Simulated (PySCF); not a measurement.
**31P shifts, computed and measured**

Computed: GIAO PBE0/pcSseg-2, gas phase, PySCF SCF with an in-house response code, geometries PBE0-D3(BJ)/def2-SVP, one conformer, no vibrational averaging, against isolated H3PO4 at the same level. Measured: against 85 % H3PO4, in the medium listed. The two scales can differ by a constant.

```csv
compound (atom-mapped SMILES),atom,computed / ppm,measured / ppm,medium
[BH3-:1][P@@+:2]([CH3:3])([c:4]1[cH:5][cH:6][cH:7][cH:8][cH:9]1)[c:10]1[cH:11][cH:12][cH:13][cH:14][c:15]1[CH3:16],P2,-2.5,10.2,CDCl3
[O:1]=[P:2]([CH2:3][c:4]1[cH:5][cH:6][cH:7][o:8]1)([c:9]1[cH:10][cH:11][cH:12][cH:13][cH:14]1)[c:15]1[cH:16][cH:17][cH:18][cH:19][cH:20]1,P2,12.7,28.5,CDCl3
[O:1]=[P:2]([CH2:3][c:4]1[cH:5][cH:6][cH:7][s:8]1)([c:9]1[cH:10][cH:11][cH:12][cH:13][cH:14]1)[c:15]1[cH:16][cH:17][cH:18][cH:19][cH:20]1,P2,5.0,28.6,CDCl3
[CH3:1][c:2]1[cH:3][cH:4][c:5]([PH:6](=[O:7])[c:8]2[cH:9][cH:10][c:11]([CH3:12])[cH:13][cH:14]2)[cH:15][cH:16]1,P6,-9.3,21.7,CDCl3
[CH3:1][O:2][c:3]1[cH:4][cH:5][c:6]([PH:7](=[O:8])[c:9]2[cH:10][cH:11][c:12]([O:13][CH3:14])[cH:15][cH:16]2)[cH:17][cH:18]1,P7,-13.7,20.7,CDCl3
```

Q: Give computed and measured shifts for these two.

```tsv
compound (atom-mapped SMILES)	atom
[CH3:1][C:2]([CH3:3])([CH3:4])[C@H:5]([OH:6])[CH2:7][P@@:8]([CH3:9])(=[S:10])[c:11]1[cH:12][cH:13][cH:14][cH:15][cH:16]1	P8
[S:1]=[P:2]([CH2:3][c:4]1[cH:5][cH:6][cH:7][cH:8][cH:9]1)([c:10]1[cH:11][cH:12][cH:13][cH:14][cH:15]1)[c:16]1[cH:17][cH:18][cH:19][cH:20][cH:21]1	P2
```

A: 
```tsv
compound (atom-mapped SMILES)	atom	computed / ppm	measured / ppm	medium
[CH3:1][C:2]([CH3:3])([CH3:4])[C@H:5]([OH:6])[CH2:7][P@@:8]([CH3:9])(=[S:10])[c:11]1[cH:12][cH:13][cH:14][cH:15][cH:16]1	P8	25.6	38.08	CDCl3
[S:1]=[P:2]([CH2:3][c:4]1[cH:5][cH:6][cH:7][cH:8][cH:9]1)([c:10]1[cH:11][cH:12][cH:13][cH:14][cH:15]1)[c:16]1[cH:17][cH:18][cH:19][cH:20][cH:21]1	P2	28.6	42.79	CDCl3
```

Q: How well does this level do over the whole set?

A: Computed less measured averages -20.6 ppm, and the scatter about that mean is 8.5 ppm (rms) over 7 compounds.

Measured values:  License and Terms: This is a supporting information file under the terms of the Creative Commons Attribution ; supporting information or article, doi 10.1039/c1cc14856g; supporting information or article, doi 10.1039/c2cc33908k; supporting information or article, doi 10.1039/c8cc00289d; supporting information or article, doi 10.1039/d3ob00211j; supporting information or article, doi 10.1039/d4gc04409f; supporting information or article, doi 10.1039/d5sc09520d.
